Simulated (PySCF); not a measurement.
## `Cl[C@]1(CF)COC[C@H]1F`, C5H7ClF2O

Geometry:
```tsv
atom	x (Å)	y (Å)	z (Å)
F1	-2.123	-1.384	1.131
C2	-1.252	-1.365	0.078
C3	-0.663	0.030	-0.089
Cl4	-1.932	1.133	-0.714
C5	-0.076	0.610	1.207
O6	0.918	1.513	0.795
C7	1.586	0.923	-0.293
C8	0.541	0.082	-1.054
F9	1.041	-1.176	-1.298
H10	-1.806	-1.669	-0.815
H11	-0.464	-2.092	0.300
H12	0.357	-0.209	1.802
H13	-0.806	1.150	1.808
H14	2.380	0.246	0.053
H15	2.022	1.720	-0.894
H16	0.270	0.496	-2.028
```

Computed with TDDFT CAM-B3LYP/def2-SVPD circular dichroism and optical rotation, one conformer, gas phase in PySCF. Geometry: GFN2-xTB.

The molecule is flexible and this is one conformer; a measurement averages over conformers.

Stereocentres: C3 S, C8 R.

What is the specific rotation at 633, 589.3, 546, 436, 405, 365, 355 nm?

[α] in deg dm⁻¹ (g/mL)⁻¹:
| λ (nm) | origin-invariant length gauge | modified velocity gauge | length gauge (centre of mass) | isotropic polarisability (au) |
| --- | --- | --- | --- | --- |
| 633 | -80.8 | -86.8 | -80.2 | 76.0 |
| 589.3 | -94.4 | -101.4 | -93.8 | 76.2 |
| 546 | -111.8 | -120.0 | -111.0 | 76.4 |
| 436 | -187.1 | -200.9 | -185.8 | 77.5 |
| 405 | -223.3 | -239.8 | -221.8 | 77.9 |
| 365 | -289.4 | -310.7 | -287.4 | 78.7 |
| 355 | -310.9 | -333.8 | -308.7 | 79.0 |

And for the mirror image at 589.3 nm?

+94.4 deg dm⁻¹ (g/mL)⁻¹ (origin-invariant length gauge): the same size and the opposite sign.

What is the molar rotation [Φ] = [α]·M/100 of the geometry above at 589.3 nm?

With M = 156.56 g/mol, -147.9 deg cm² dmol⁻¹ (origin-invariant length gauge).

The first excitation lies at 6.91 eV (179 nm) with R = -4.8 × 10⁻⁴⁰ esu² cm² (velocity form).
